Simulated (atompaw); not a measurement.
What one change does to a pseudopotential (Tl, PAW (atompaw))

atompaw 4.2.0.5 input, output lines left out:

```
Tl 81
LDA-PW scalarrelativistic loggrid 2001 logderivrange -3 5 201
6 6 5 4 0 0
6 0 1.5
6 1 1.5
0 0 0
c
c
c
c
c
v
c
c
c
c
v
c
c
v
c
3
2.70 2.45 2.70 2.55
y
1.2
n
y
0.6
n
y
-0.55
n
y
-0.05
y
2.7
n
custom rrkj gramschmidtortho sinc
4 0 ultrasoft
2.70
1.65
2.70
2.70
2.70
2.70
2.40
2.70
```

Change: wave 6s channel at 1.2 Ry: rc 1.65 bohr becomes 6s channel at 1.2 Ry: rc 2.08 bohr.

Cutoffs: the cutoffs (Ry, on a coarse ladder) from which the occupation-weighted sum of valence levels, in a spherical-Bessel basis at the reference potential, stays within 10 and 1 mRy of its value at 400 Ry; they do not see the model core or the augmentation charge, which bear on the density cutoff.

Problem. What does the change do?

Solution. The potential gets neither clearly harder nor softer (15 Ry and 25 Ry → 15 Ry and 25 Ry); the bound ghost in s disappears; the range in which the s phases agree widens (upper end -0.3 → 3.5).

| quantity | base | changed |
| --- | --- | --- |
| cutoff, loose | 15 Ry | 15 Ry |
| cutoff, tight | 25 Ry | 25 Ry |
| bound ghosts | s | none |
| s: phases at 2.71 bohr within 0.05 rad from the reference energy up to (Ry; the scan ends near 5) | -0.3 | 3.5 |
| p: phases at 2.71 bohr within 0.05 rad from the reference energy up to (Ry; the scan ends near 5) | 4.0 | 4.0 |
| d: phases at 2.71 bohr within 0.05 rad from the reference energy up to (Ry; the scan ends near 5) | 1.2 | 1.2 |
| f: phases at 2.71 bohr within 0.05 rad from the reference energy up to (Ry; the scan ends near 5) | 4.8 | 4.8 |
| lowest overlap eigenvalue by channel | s 0.08, p 0.54, d 0.07, f 0.93 | s 0.53, p 0.54, d 0.07, f 0.93 |

 A true bound ghost makes a file unfit for plane-wave use even where its test errors are small: the radial tests pick states by their node count and pass the ghost by. The cutoffs see the waves, projectors and local potential, not the compensation charge or the core.
